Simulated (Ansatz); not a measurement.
Computed with Ansatz on PBE0-D4/def2-TZVP structures; ΔE is electronic, products minus reactants. CCSD(T)/CBS is the MP2 limit (def2-TZVPP, def2-QZVPP) plus CCSD(T) − MP2 in def2-TZVPP, frozen cores. This one scheme is used for every species. One conformer a species, not always the lowest.

Consider the substitution at a C–C bond: `CCCCC(=O)CC` + `B1CN1` → `CCN1BC1` + `CCCCC=O`.

`CCCCC(=O)CC`:

Z-matrix (Å, degrees):
```
C
C 1 1.518
H 1 1.092 2 111.5
H 1 1.094 2 111.2 3 -120.1
H 1 1.094 2 111.2 3 120.2
C 2 1.520 1 112.5 3 -179.8
H 2 1.095 1 109.8 3 57.7
H 2 1.096 1 109.9 3 -58.0
C 6 1.531 2 113.7 1 178.5
H 6 1.095 2 109.4 1 57.4
H 6 1.096 2 109.5 1 -58.2
C 9 1.509 6 112.1 2 62.7
H 9 1.092 6 110.2 2 -57.5
H 9 1.096 6 109.1 2 -176.6
O 12 1.208 9 121.9 6 -105.1
C 12 1.512 9 117.2 6 76.1
C 16 1.527 12 109.9 9 92.4
H 16 1.093 12 110.6 9 -29.1
H 16 1.092 12 107.9 9 -147.7
H 17 1.091 16 110.5 12 59.3
H 17 1.093 16 111.5 12 -60.9
H 17 1.091 16 110.7 12 179.2
```

`B1CN1`:

```xyz
7

B     0.411   -0.005   -0.862
C     0.126   -0.433    0.612
N    -0.533    0.632   -0.152
H     0.957   -0.060   -1.910
H    -0.475   -1.312    0.844
H     0.772   -0.119    1.432
H    -1.258    1.297    0.036
```

`CCN1BC1`:

Cartesian coordinates in Å:
```
C -0.580 -1.340 -1.134
C 0.395 -0.229 -0.809
N 0.082 0.390 0.437
B -0.588 0.611 1.578
C 0.663 1.479 1.223
H -0.327 -1.802 -2.090
H -0.558 -2.112 -0.363
H -1.599 -0.954 -1.199
H 0.386 0.534 -1.598
H 1.421 -0.617 -0.767
H -1.503 0.270 2.246
H 0.567 2.483 0.806
H 1.641 1.288 1.669
```

`CCCCC=O`:

Cartesian coordinates in Å:
```
C -0.734 1.800 -0.175
C 0.196 0.832 -0.888
C 1.015 -0.050 0.049
C 0.192 -1.007 0.893
C -0.433 -2.144 0.142
O -0.254 -2.388 -1.021
H -0.182 2.441 0.519
H -1.246 2.449 -0.888
H -1.508 1.283 0.399
H -0.375 0.198 -1.572
H 0.891 1.401 -1.513
H 1.604 0.587 0.718
H 1.727 -0.633 -0.541
H 0.806 -1.474 1.676
H -0.607 -0.499 1.446
H -1.093 -2.797 0.755
```

| species | MP2/def2-QZVPP energy (Eh) |
| --- | --- |
| `CCCCC(=O)CC` | -349.77824 |
| `B1CN1` | -119.85077 |
| `CCN1BC1` | -198.31936 |
| `CCCCC=O` | -271.29788 |

Problem. Work out ΔE.

Solution. ΔE = (-198.31936) + (-271.29788) − (-349.77824) − (-119.85077) = 0.01177 Eh = +30.9 kJ/mol. CCSD(T)/CBS gives +31.3 kJ/mol.

Largest T1 diagnostic among the species: 0.013.

In def2-TZVPP, CCSD(T) changes the Hartree–Fock value by +3.4 kJ/mol (the triples alone add +0.5 kJ/mol) and MP2 by +3.6 kJ/mol.
